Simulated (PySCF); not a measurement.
Computed shifts of a molecule C2H9BO2Si, PBE0/pcSseg-1 run with PySCF, GIAO, gas phase, equivalent atoms averaged, in ppm (number of nuclei): ²⁹Si: -38.3 (1). ¹³C: 3.9 (1), -3.9 (1). ¹H: 4.53 (1), 4.35 (1), 3.85 (1), 3.55 (1), 0.51 (3), 0.25 (1), 0.14 (1). References: ²⁹Si against TMS (σ = 352.7 ppm); ¹³C against TMS (σ = 186.3 ppm); ¹¹B against BF3 (σ = 88.8 ppm); ¹⁷O against H2O (σ = 334.2 ppm); ¹H against TMS (σ = 31.56 ppm), references at their B3LYP-D3(BJ)/def2-TZVP geometries, non-relativistic. Coordinates come from a B3LYP-D3(BJ)/def2-SVP optimisation. Other conformers were not sampled.

Question: Which structure fits?
(A) C[SiH](C)B(O)O
(B) OB(O)CC[SiH3]
(C) C[SiH2]CB(O)O
(D) COB(C)O[SiH3]

Answer: C, C[SiH2]CB(O)O
